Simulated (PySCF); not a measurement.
Mo(O)(NH)(Cl)2 (Cl2HMoNO), SMILES [NH]=[Mo](=[O])([Cl])[Cl], multiplicity 1. The structure is a stationary point at PBE-D3(BJ)/def2-SVP. The spin state was assumed, not searched. The structure was generated by enumeration; whether it is a known compound was not checked. The def2 effective core potentials stand for the cores of Mo; spin–orbit coupling is left out.

Calculation: PySCF with PBE-D3(BJ)/def2-SVP.

Harmonic wavenumbers (cm⁻¹): 108, 171, 204, 215, 303, 396, 424, 519, 625, 966, 1010, 3479. Rotational constants (GHz): 2.669, 1.584, 1.303; symmetry number 1.

Task: Work out the zero-point energy and the ideal-gas rigid-rotor harmonic-oscillator thermochemistry at 298.15 K and 1 atm.

Result: ZPE = ½ Σ hcν = ½ × 8419 cm⁻¹ = 50.36 kJ/mol. H − E(el) = 70.44 kJ/mol. Entropy in J/(mol K): translation 174.69, rotation 119.07, vibration 59.84, total 353.60. G − E(el) = -34.99 kJ/mol. Cp = 96.06 J/(mol K). Modes under 150 cm⁻¹ make the vibrational entropy uncertain.
